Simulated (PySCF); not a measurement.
H5Cl3Ge2O2Si, SMILES [Cl][Ge]([Cl])([Cl])[O][SiH2][O][GeH3] at its PBE0/def2-SVP optimised geometry (Å):

```
13

Ge     1.8760     1.0914     0.0000
O      1.3732     0.3308    -1.5310
Si     0.4639    -0.8565    -2.1937
O     -0.3672    -1.7155    -1.0110
Ge    -1.7037    -1.4595     0.0593
Cl    -2.1660     0.6269     0.1590
Cl    -3.4119    -2.5187    -0.6359
Cl    -1.1711    -2.1504     1.9986
H      3.4119     1.0914     0.0000
H      1.3102     2.5187     0.0000
H      1.3144     0.2584     1.1653
H      1.3256    -1.8627    -2.8642
H     -0.5252    -0.2595    -3.1324
```

Calculation: PBE0/def2-TZVP in PySCF 2.14.0. Cells within 0.4 Å of a nucleus heavier than hydrogen are left out (blank, or x).

Map of the electron localisation function on the plane z = 0.0 Å:

```
|0000000000000000000000000000000|
|0000000000000000000000000000000|
|0000000000000000000000000000000|
|0000000000000000000000000000000|
|0000000000000000036641000000000|
|0000000000000001799997100000000|
|0000000000000005999999300000000|
|0000000000000007999999300000000|
|0000000000000005999998311221000|
|0000001123321002999996337997100|
|0000013566664000588311379999600|
|00001367888873001413x5199999800|
|00002578716985000217xx199999910|
|000036890xx885000214x5199999910|
|000026881x087400012111389999600|
|0000036876775100012222258997100|
|0000002577753100000111012441000|
|0000000132111111000000000000000|
|0012221212x61233100000000000000|
|0136665515xx2255310000000000000|
|0257887732761345420000000000000|
|0268887872111233310000000000000|
|0268987774211011100000000000000|
|0257898874100000000000000000000|
|0136888863000000000000000000000|
|0014677752000000000000000000000|
|0001355431000000000000000000000|
|0000112110000000000000000000000|
|0000000000000000000000000000000|
|0000000000000000000000000000000|
|0000000000000000000000000000000|
```
Scale: ten equal steps from 0.000 (start of '0') to 1.000 (end of '9'), in the order '0123456789'; x runs from -5.50 to 5.50, y from -5.50 (bottom) to 5.50 (top).
